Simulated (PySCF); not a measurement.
Vertical excitations of a molecule C2H6F2Si from TDDFT-LC-ωPBE/def2-SVPD run with PySCF, as energy in eV (oscillator strength): 8.42 (0.017), 8.55 (0.005), 8.82 (0.053), 9.23 (0.000), 9.37 (0.148), 9.56 (0.018), 9.65 (0.056), 9.83 (0.128), 9.92 (0.070), 9.94 (0.160). Lowest triplet (TDA): 7.76 eV. Geometry optimised at B3LYP-D3(BJ)/def2-SVP. The values are those of a single conformer.

**Question.** Pick the molecule that these values belong to.
A. C[Si](C)(F)F
B. FC[SiH2]CF
C. FC(F)C[SiH3]
D. C[SiH2]C(F)F

**Answer.** D, C[SiH2]C(F)F
